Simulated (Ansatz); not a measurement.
F2H4OSi2 can be A, `O[SiH2][SiH](F)F`, or B, `O[Si](F)(F)[SiH3]`.

Program: Ansatz. Geometries: PBE0-D4/def2-TZVP. ΔE: electronic, gas phase. CBS: MP2 limit from def2 TZ/QZ plus the TZ coupled-cluster correction, frozen cores. This one scheme is used for every species. DFT in def2-TZVPP. B3LYP here is the variant with VWN-RPA as its local correlation; programs differ in this. One conformer a species, not always the lowest.

A:

```xyz
9

O    -2.031   -0.014    0.345
Si   -0.694    0.799   -0.174
Si    1.257   -0.485    0.129
F     0.968   -1.946   -0.453
F     1.587   -0.670    1.677
H    -2.181   -0.897    0.003
H    -0.626    2.050    0.619
H    -0.772    1.148   -1.622
H     2.492    0.014   -0.525
```

B:

Z-matrix (Å, degrees):
```
Si
F 1 1.592
F 1 1.592 2 104.4
O 1 1.621 2 110.1 3 118.1
Si 1 2.328 2 111.4 3 -120.4
H 4 0.959 1 120.5 2 -57.3
H 5 1.485 1 109.3 2 -61.6
H 5 1.485 1 109.3 2 178.2
H 5 1.485 1 109.1 2 58.3
```

Task: Which isomer does CCSD(T)/CBS put lower? Give the gap. (An estimate is asked.)

Result: The calculation gave: B, by 12.2 kcal/mol.

Task: Give E(B) − E(A) in kcal/mol with B3LYP, B3LYP-D4, ωB97M-V, B2PLYP, CCSD(T)/def2-TZVPP, PBE-D4, CCSD/def2-TZVPP. (Estimate.)

Result: The calculation gave: B3LYP -11.4, B3LYP-D4 -11.8, ωB97M-V -12.5, B2PLYP -11.8, CCSD(T)/def2-TZVPP -12.6, PBE-D4 -11.8, CCSD/def2-TZVPP -12.5. None reverses the order clearly.

Largest T1 diagnostic: 0.013.
